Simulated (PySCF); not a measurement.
MMg anions for M along the fourth-period p block

HF with double-zeta basis sets in PySCF, for the lowest determinant that a PBE0 search found; no spin–orbit coupling. De refers to high-spin ground-configuration atoms (the charge goes to the atom of lower measured ionisation energy or higher electron affinity, which is not always the lowest computed limit). A positive dipole points towards Mg; it is taken about the centre of mass and depends on that origin.

```tsv
M	basis	reference	charged atom	state (unpaired electrons)	Re (Å)	ωe (cm⁻¹)	De (eV)	μ (D)
Ge	aug-cc-pVDZ/aug-cc-pVDZ-PP	UHF	Ge−	quartet (σ ↑, π ↑↑)	2.945	145	n/a	-3.90
Se	aug-cc-pVDZ/aug-cc-pVDZ-PP	UHF	Se−	doublet (σ ↑)	2.344	399	n/a	0.93
Br	aug-pcseg-1	RHF	Br−	singlet (closed shell)	2.697	195	n/a	-5.43
```

The shortest bond is that of MgSe⁻ (2.344 Å), the longest that of MgGe⁻ (2.945 Å).

The rows differ in basis set, which adds steps of its own.

The state changes along the series, so neighbouring rows are not always alike in their bonding.

Hartree–Fock leaves out correlation, which carries a large part of most bond energies and some tenths to 1 eV of ionisation energies. States were picked by a PBE0 search and need not be the measured ground states.
